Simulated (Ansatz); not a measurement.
Reaction (isomerisation): `OCCN[SiH3]` → `CCO[SiH2]N`

Isolated molecules relaxed with PBE0-D4/def2-TZVP in Ansatz; ΔE leaves out vibrations. CCSD(T)/CBS adds triple-zeta CCSD(T) − MP2 to the extrapolated MP2 energy (def2 sets, frozen cores). Functionals use def2-TZVPP. Each species was taken in one conformer, which may not be the lowest.

```json
{"level": "ωB97M-V", "ΔE (eV)": "-1.88"}
{"level": "PBE", "ΔE (eV)": "-1.77"}
{"level": "CCSD/def2-TZVPP", "ΔE (eV)": "-1.88"}
{"level": "SCS-MP2/def2-QZVPP", "ΔE (eV)": "-1.93"}
```

(1) What does CCSD(T)/CBS give? (An estimate is asked.)

Largest T1 diagnostic among the species: 0.011.

Answers

(1) The calculation gave: -1.90 eV. The listed levels differ from it by 0.02, 0.13, 0.02, -0.03 eV.

In def2-TZVPP, CCSD(T) changes the Hartree–Fock value by +0.10 eV (the triples alone add +0.01 eV) and MP2 by +0.04 eV. From PBE to PBE0 (25 % exact exchange), in def2-TZVPP and without D4, ΔE moves by −0.04 eV.
